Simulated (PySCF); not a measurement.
H3Si, SMILES [SiH3+], charge +1. Atoms are numbered in the order given.

```xyz
4

Si     0.0000     0.0000     0.0000
H      1.4722     0.0000     0.0000
H     -0.7361     1.2750     0.0000
H     -0.7361    -1.2750     0.0000
```
Charge +1, spin multiplicity 1.

Coordinates come from a PBE0-D3(BJ)/def2-TZVPD optimisation.

The numbers are results of PBE/pcJ-2 run with PySCF, not measurements.

Isotropic couplings with Fermi-contact, spin-dipole and both spin-orbit terms, one fixed conformer, no vibrational averaging. Isotopes: 1H, 29Si.

| pair | bonds apart | J (Hz) |
|---|---|---|
| Si1–H2 | 1 | -284.7 |
| Si1–H3 | 1 | -284.7 |
| Si1–H4 | 1 | -284.7 |
| H2–H3 | 2 | ___ |
| H2–H4 | 2 | ___ |
| H3–H4 | 2 | ___ |

Problem. Some entries are withheld; supply them. (Estimate from the structure and the level; the computed values follow.)

Solution. 
- H2–H3, J (Hz): 39.8
- H2–H4, J (Hz): 39.8
- H3–H4, J (Hz): 39.8
